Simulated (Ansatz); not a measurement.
Relaxation of (LiSH)4 cube (Li₄H₄S₄) with RKS r2SCAN-D4/def2-SVP.

```sh
$ ansatz run in.yaml --threads 4 --pin off --events-out ev --progress --plain --max-ram 4787MiB
```

```yaml
crystal:
  periodic: [false, false, false]
  atoms:
    - {symbol: Li, position_ang: [0.972790, 0.886880, 1.494810]}
    - {symbol: Li, position_ang: [-1.543990, -1.027940, 0.729570]}
    - {symbol: Li, position_ang: [1.234210, -1.241610, -0.951590]}
    - {symbol: Li, position_ang: [-0.663330, 1.381130, -1.273070]}
    - {symbol: S, position_ang: [-1.367710, 1.379190, 1.054260]}
    - {symbol: S, position_ang: [0.735320, -1.532790, 1.411490]}
    - {symbol: S, position_ang: [1.712360, 1.138590, -0.809010]}
    - {symbol: S, position_ang: [-1.079650, -0.984880, -1.657500]}
    - {symbol: H, position_ang: [-2.182330, 2.202340, 1.683550]}
    - {symbol: H, position_ang: [1.173800, -2.447320, 2.253360]}
    - {symbol: H, position_ang: [2.733540, 1.818570, -1.290510]}
    - {symbol: H, position_ang: [-1.725010, -1.572180, -2.645350]}
basis:
  gaussian: {orbitals: def2-SVP}
hamiltonian: {xc: r2scan, dispersion: d4}
scf: {lower_state_search: "off"}
output: {orbitals: {seedname: orbitals}}
relax: {f_tol: 0.02, max_steps: 100}
```

Run time 8.5 s (4 threads of Arm Neoverse V1 on a shared host).

Positions (Å) and forces (eV/Å) at steps 1, 2, 3 of 3:

```xyz
12
step=1 energy=-44218.0525 eV
Li    0.973    0.887    1.495    0.010    0.008    0.014
Li   -1.544   -1.028    0.730   -0.014   -0.004    0.007
Li    1.234   -1.242   -0.952    0.011   -0.013   -0.009
Li   -0.663    1.381   -1.273   -0.006    0.013   -0.013
S    -1.368    1.379    1.054    0.522   -0.536   -0.404
S     0.735   -1.533    1.411   -0.281    0.587   -0.539
S     1.712    1.139   -0.809   -0.659   -0.439    0.310
S    -1.080   -0.985   -1.657    0.415    0.378    0.635
H    -2.182    2.202    1.684   -0.463    0.467    0.358
H     1.174   -2.447    2.253    0.249   -0.518    0.477
H     2.734    1.819   -1.291    0.582    0.387   -0.275
H    -1.725   -1.572   -2.645   -0.366   -0.333   -0.561
12
step=2 energy=-44218.0820 eV
Li    0.989    0.902    1.519   -0.032   -0.030   -0.050
Li   -1.570   -1.044    0.742    0.051    0.036   -0.024
Li    1.254   -1.264   -0.967   -0.041    0.041    0.032
Li   -0.674    1.405   -1.294    0.023   -0.046    0.042
S    -1.344    1.353    1.036    0.121   -0.123   -0.094
S     0.722   -1.505    1.387   -0.065    0.135   -0.125
S     1.682    1.117   -0.795   -0.153   -0.100    0.073
S    -1.060   -0.966   -1.628    0.096    0.087    0.147
H    -2.169    2.185    1.674   -0.187    0.189    0.144
H     1.166   -2.429    2.240    0.100   -0.209    0.193
H     2.715    1.804   -1.284    0.235    0.157   -0.111
H    -1.713   -1.559   -2.629   -0.148   -0.135   -0.226
12
step=3 energy=-44218.0947 eV
Li    0.982    0.895    1.508   -0.012   -0.011   -0.019
Li   -1.558   -1.036    0.736    0.019    0.013   -0.009
Li    1.245   -1.254   -0.960   -0.015    0.015    0.012
Li   -0.669    1.394   -1.285    0.008   -0.017    0.016
S    -1.357    1.366    1.046    0.008   -0.008   -0.006
S     0.729   -1.519    1.400   -0.004    0.009   -0.009
S     1.698    1.128   -0.803   -0.010   -0.006    0.005
S    -1.070   -0.976   -1.644    0.007    0.006    0.010
H    -2.188    2.205    1.688    0.001   -0.001   -0.001
H     1.177   -2.451    2.260    0.000    0.001   -0.001
H     2.740    1.821   -1.295   -0.001   -0.001    0.000
H    -1.728   -1.574   -2.652    0.001    0.000    0.001
```
